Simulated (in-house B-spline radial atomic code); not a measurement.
**V: [Ar] 3d3 4s2**

All numbers are computed (non-relativistic HSE06, spin-polarised, spherical fractional occupations, exact exchange averaged over the configuration; point nucleus) with a radial B-spline atomic code at the basis-set limit, not measured.

Effective charges: Z_r = [3n² - l(l+1)]/(2<r>) from the radius, Z_e = n√(-2ε) from the energy, and Slater's rules. Values are occupation-weighted means over spin.

```
shell  electrons   ε (eV)  <r> (bohr)    Z_r    Z_e  Slater
   1s          2  -5364.4     0.06703  22.38  19.86   22.70
   2s          2   -608.2      0.3104  19.33  13.37   18.85
   2p          6     -512      0.2748  18.19  12.27   18.85
   3s          2  -73.029       0.956  14.12   6.95   11.75
   3p          6  -46.145       1.022  12.23   5.52   11.75
   3d          3  -7.6957       1.381   7.60   2.26    4.30
   4s          2  -4.8447       3.435   6.99   2.39    3.30
```

The least bound orbital is 4s down at -4.494 eV, and it is also the most diffuse (<r> = 3.534 bohr). The part-filled 3d shell lies below the filled 4s shell in orbital energy.

The density falls to 0.001 bohr⁻³ at 4.759 bohr; Σ<r²> = 45.12 bohr² gives, by the non-relativistic formula and without the paramagnetism of open shells, a Langevin diamagnetic susceptibility of -35.73×10⁻⁶ cm³/mol.
